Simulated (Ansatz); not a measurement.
Species: C₆H₁₁, net charge 0, doublet state. It need not be the lowest isomer of its formula. SMILES: C[CH]/C=C\CC
Structure (B3LYP-D3(BJ)/def2-TZVP (Ansatz, a first-principles code) minimum search):
```
C
C 1 1.3805
H 2 1.0846 1 119.29
C 1 1.3854 2 127.06 3 0.15
H 4 1.0843 1 117.68 2 -177.86
H 1 1.0876 2 116.49 3 -179.59
C 2 1.4900 3 116.77 1 179.93
H 7 1.0912 2 111.53 3 179.75
H 7 1.0958 8 107.95 2 122.86
H 7 1.0959 8 107.92 9 114.34
C 4 1.4942 5 116.79 1 -176.84
H 11 1.0924 4 110.49 5 -155.42
H 11 1.0941 12 106.41 4 -118.54
C 11 1.5379 12 109.12 13 -117.20
H 14 1.0910 11 110.60 12 -62.22
H 14 1.0916 15 107.74 11 121.41
H 14 1.0921 15 108.39 16 116.71
```
Charge 0, spin multiplicity 2.

Property: atomisation energy (electronic, to ground-state atoms), in kJ/mol. Correlated levels leave the core frozen unless marked. UHF or UKS for open shells. Spin-orbit coupling is left out. No relativistic terms. The coupled-cluster limit lacks core correlation, which all-electron functionals hold. Basis-set limits of correlation are two-point, X^-3; Hartree-Fock from the larger set. The bracket is a focal-point correction in the basis named.

```
level                                                     program  atomisation energy (kJ/mol)  minus last row
-------------------------------------------------  --------------  ---------------------------  --------------
HF/STO-3G                                                  Ansatz                       6505.4          -402.9
HF/6-31G*                                                  Ansatz                       5279.8         -1628.5
BLYP-D3(BJ)/def2-TZVPD                             Ansatz + dftd3                       6906.2            -2.1
PBE0-D3(BJ)/def2-TZVP                              Ansatz + dftd3                       6992.3            84.0
PBE0/def2-TZVPD                                            Ansatz                       6964.3            56.0
BHLYP-D4/def2-TZVPD                                Ansatz + dftd4                       6781.6          -126.7
B2GP-PLYP-D3(BJ)/def2-TZVPD                        Ansatz + dftd3                       6842.6           -65.7
B2PLYP-D4/def2-TZVPD                               Ansatz + dftd4                       6861.4           -46.9
RPA@PBE/cc-pVQZ                                            Ansatz                       6548.0          -360.3
MP2/STO-3G                                                 Ansatz                       7087.0           178.7
SCS-MP2/cc-pVDZ                                            Ansatz                       6451.8          -456.5
SCS-MP2/cc-pVTZ                                            Ansatz                       6777.0          -131.3
CCSD/STO-3G                                                Ansatz                       7207.2           298.9
CCSD(T)/cc-pVDZ                                            Ansatz                       6453.3          -455.0
RI-MP2/CBS(cc-pVTZ,cc-pVQZ)+[CCSD(T)-MP2]/cc-pVTZ          Ansatz                       6908.3             0.0
```

The UHF reference is spin-contaminated (<S^2> 0.20 over the pure value in the largest basis).
